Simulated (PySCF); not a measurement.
W(S)2(Cl)(NH2) (ClH2NS2W), SMILES [NH2][W](=[S])(=[S])[Cl], multiplicity 1. Coordinates come from a PBE0-D3(BJ)/def2-SVP optimisation. The spin state was assumed, not searched. The structure was generated by enumeration; whether it is a known compound was not checked. The def2 effective core potentials stand for the cores of W; spin–orbit coupling is left out. One conformer was computed; it need not be the lowest.

### Question
Give the equilibrium geometry at PBE0-D3(BJ)/def2-SVP (PySCF confirms it by a frequency run) as bond lengths and angles, and its point group. (The exact figures need the calculation; the answer reports its results.)

### Answer
This is not unique; one that fits is point group Cs.
Atoms: W1 S2 S3 Cl4 N5 H6 H7. Bonds (Å): W1–S2 2.126, W1–S3 2.126, W1–Cl4 2.281, W1–N5 1.914, N5–H6 1.018, N5–H7 1.018. Angles (°): S2–W1–S3 110.6, S2–W1–Cl4 110.1, S2–W1–N5 107.5, S3–W1–Cl4 110.1, S3–W1–N5 107.5, Cl4–W1–N5 110.8, W1–N5–H6 123.8, W1–N5–H7 123.8, H6–N5–H7 111.7.
Charge 0, spin multiplicity 1.
